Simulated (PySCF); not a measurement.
Isomers of CH4OSi2. All species are isolated molecules in the gas phase. One relaxed conformer stands for each flexible species; it need not be the lowest. Strings in code marks are SMILES.

The vertical ionisation energy (Delta-SCF) from two functionals at the same geometries (B3LYP-D3(BJ)/def2-TZVP), both in PySCF: PBE-D3(BJ)/def2-TZVP and TPSSh-D3(BJ)/def2-TZVP. Delta-SCF ions had no search for a lower state. 

```json
[
 {"species": "`C1[SiH2][Si]1=O`", "PBE-D3(BJ)/def2-TZVP (eV)": "8.94"},
 {"species": "`O=C=[SiH][SiH3]`", "PBE-D3(BJ)/def2-TZVP (eV)": "8.68"},
 {"species": "`C=[SiH][SiH]=O` (C–Si–Si–O torsion 180°)", "PBE-D3(BJ)/def2-TZVP (eV)": "9.18"},
 {"species": "`[SiH2]1OC=[SiH]1`", "PBE-D3(BJ)/def2-TZVP (eV)": "8.22"}
]
```

What does TPSSh-D3(BJ)/def2-TZVP give for each?


- `C1[SiH2][Si]1=O`: 9.03
- `O=C=[SiH][SiH3]`: 8.66
- `C=[SiH][SiH]=O` (C–Si–Si–O torsion 180°): 9.14
- `[SiH2]1OC=[SiH]1`: 8.15
Over these rows, drawn at random from the members with no instability flagged (it was tested for open shells, ions and some series alone), PBE minus TPSSh-D3(BJ): mean +0.01 eV, from -0.09 eV to +0.07 eV.
